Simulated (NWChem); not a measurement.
C₂H₅BF₂O; SMILES CB(O)C(F)F

```xyz
11

C      1.0466    -1.8448    -0.1309
B     -0.1100    -0.7992    -0.0424
O     -1.3589    -1.1494     0.3160
C      0.1362     0.7587    -0.3754
F     -1.0253     1.4595    -0.1595
F      1.0853     1.2720     0.4528
H      0.7325    -2.8527     0.1735
H      1.8939    -1.5257     0.4990
H      1.4424    -1.8963    -1.1600
H     -1.9427    -0.3771     0.3363
H      0.4494     0.9713    -1.4154
```
Atoms are numbered in this order, from 1.

Level: PBE0/def2-SVP (NWChem), optimised geometry, unscaled harmonic frequencies. 

| frequency (cm⁻¹) | IR intensity (km/mol) |
|---|---|
| 50 | 0.5 |
| 81 | 1.4 |
| 179 | 2.6 |
| 245 | 13.1 |
| 315 | 4.8 |
| 463 | 1.9 |
| 484 | 15.6 |
| 575 | 18.8 |
| 696 | 60.2 |
| 781 | 55.6 |
| 839 | 5.5 |
| 897 | 22.2 |
| 995 | 125.1 |
| 1112 | 112.4 |
| 1146 | 142.2 |
| 1224 | 91.8 |
| 1311 | 60.6 |
| 1371 | 35.9 |
| 1404 | 61.5 |
| 1417 | 29.0 |
| 1431 | 10.4 |
| 1482 | 141.5 |
| 3053 | 1.1 |
| 3057 | 37.2 |
| 3133 | 2.8 |
| 3179 | 5.5 |
| 3822 | 111.0 |

```yaml
zero_point_energy: 49.6 kcal/mol
thermal correction to the enthalpy at 298.15 K (with zero-point energy): 54.7 kcal/mol
heat capacity Cv: 23.2 cal/(mol K)
entropy at 298.15 K and 1 atm (symmetry number 1): 83.7 cal/(mol K)
dipole_moment: 1.28 D
```

Rigid rotor and harmonic oscillator; modes under 100 cm⁻¹ make the entropy uncertain.
